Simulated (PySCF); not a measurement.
The isolated species `C[BH2-][AsH3+]` is ionised with Al Kα (hν = 1486.6 eV). Calculated photoelectron kinetic energies of its computed core levels, recoil neglected:

```
line  kinetic energy (eV)
   1              1292.53
   2              1197.19
```

Computed with delta-SCF UKS SCAN, pcX-2 on the ionised atom, pcseg-1 elsewhere, spin-free X2C (PySCF 2.14.0).

Question: Which element, shell and site does each line come from? Numbering: `[CH3:1][BH2-:2][AsH3+:3]`.

Answer: Against the vacuum level, binding energy = hν − kinetic energy.

| line | binding energy (eV) | level | atoms | environment |
| --- | --- | --- | --- | --- |
| 1 | 194.07 | B 1s | B2 | four-coordinate boron |
| 2 | 289.41 | C 1s | C1 | sp3 carbon bound to boron |

Question: Where does line 1 move with hν = 1000.0 eV?

Answer: To 1000.0 − 194.07 = 805.93 eV; every photoline shifts by the change in photon energy, -486.6 eV.

Question: Which photon wavelength matches the C 1s of C1 threshold?

Answer: λ = hc/E = 12398.42 eV Å / 289.41 eV = 42.840 Å.

Other core shells, valence and Auger electrons aren't listed. No level of arsenic is listed. Isolated species at its PBE0-D3(BJ)/def2-SVP geometry, gas phase.
